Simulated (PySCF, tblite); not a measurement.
Isomers of C3H9F3SSi2, one GFN2-xTB conformer each. Single-point energies are computed at PBE0/pcSseg-1 (PySCF, gas phase, no added dispersion term), electronic only.

| SMILES | GFN2-xTB relative energy (kcal/mol) |
| --- | --- |
| CSC[Si@@H]([SiH2]F)C(F)F | 11.3 |
| CC[Si@@H](S[SiH3])C(F)(F)F | 0.0 |
| FC(F)(F)SCC([SiH3])[SiH3] | 40.1 |
| C[SiH2][Si@@H](SC)C(F)(F)F | 29.8 |

Conformers: `[CH3:1][S:2][CH2:3][Si@@H:4]([SiH2:5][F:6])[CH:7]([F:8])[F:9]` with C1–S2–C3–Si4 -177°, S2–C3–Si4–Si5 -176°, C3–Si4–Si5–F6 -61°, C3–Si4–C7–F8 176°; `[CH3:1][CH2:2][Si@@H:3]([S:4][SiH3:5])[C:6]([F:7])([F:8])[F:9]` with C1–C2–Si3–S4 169°, C2–Si3–S4–Si5 150°; `[F:1][C:2]([F:3])([F:4])[S:5][CH2:6][CH:7]([SiH3:8])[SiH3:9]` with C2–S5–C6–C7 -69°, S5–C6–C7–Si8 -177°; `[CH3:1][SiH2:2][Si@@H:3]([S:4][CH3:5])[C:6]([F:7])([F:8])[F:9]` with C1–Si2–Si3–S4 164°, Si2–Si3–S4–C5 154°.

Problem. What does PBE0/pcSseg-1 give for the same structures?

Solution. 
```
                    SMILES  PBE0/pcSseg-1 E (Eh)  PBE0/pcSseg-1 (kcal/mol)  GFN2-xTB (kcal/mol)  point group
CC[Si@@H](S[SiH3])C(F)(F)F           -1395.61908                       0.0                  0.0           C1
  CSC[Si@@H]([SiH2]F)C(F)F           -1395.59674                      14.0                 11.3           C1
C[SiH2][Si@@H](SC)C(F)(F)F           -1395.59612                      14.4                 29.8           C1
 FC(F)(F)SCC([SiH3])[SiH3]           -1395.54616                      45.8                 40.1           C1
```

Both levels put the same isomer lowest; measured from each level's own lowest isomer, the values differ by up to 15.4 kcal/mol (C[SiH2][Si@@H](SC)C(F)(F)F: 29.8 against 14.4). Neighbours under 2.5 kcal/mol apart (CSC[Si@@H]([SiH2]F)C(F)F and C[SiH2][Si@@H](SC)C(F)(F)F) can change places with a better method, another conformer or zero-point energy.

Problem. Which frontier levels, dipoles and rotational constants go with these structures?

Solution. 
```tsv
SMILES	HOMO (eV, PBE0/pcSseg-1)	LUMO (eV)	dipole (D)	A, B, C (MHz)
CC[Si@@H](S[SiH3])C(F)(F)F	-7.55	-0.38	1.04	1267, 746.4, 532.2
CSC[Si@@H]([SiH2]F)C(F)F	-6.70	-1.10	2.19	1060, 571.9, 415.0
C[SiH2][Si@@H](SC)C(F)(F)F	-7.09	-0.65	1.59	1148, 757.3, 525.5
FC(F)(F)SCC([SiH3])[SiH3]	-7.63	-0.15	1.84	1579, 561.1, 509.5
```

Problem. What happens when harmonic zero-point energies from GFN2-xTB frequencies are added?

Solution. 
| SMILES | ZPE (kcal/mol) | electronic (kcal/mol) | with ZPE (kcal/mol) |
| --- | --- | --- | --- |
| CC[Si@@H](S[SiH3])C(F)(F)F | 71.2 | 0.0 | 0.0 |
| CSC[Si@@H]([SiH2]F)C(F)F | 71.1 | 14.0 | 13.8 |
| C[SiH2][Si@@H](SC)C(F)(F)F | 70.9 | 14.4 | 14.1 |
| FC(F)(F)SCC([SiH3])[SiH3] | 67.2 | 45.8 | 41.7 |

The zero-point energies span 4.0 kcal/mol. The order is unchanged.
